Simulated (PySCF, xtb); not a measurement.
Si(Cl)2(F)(GeH3) (Cl2FGeH3Si), SMILES F[Si](Cl)(Cl)[GeH3].

GFN2-xTB run with xtb 6.7.1 at its own geometry gives an orbital gap of 5.57 eV and a dipole moment of 0.91 D.

Geometry: ωB97X-D3(BJ)/def2-SVP.

Question: What does HF/def2-TZVP (PySCF) give? (The exact figures need the calculation; the answer reports its results.)

Answer: gap 14.49 eV (levels -11.57 and 2.93 eV), dipole 1.90 D.
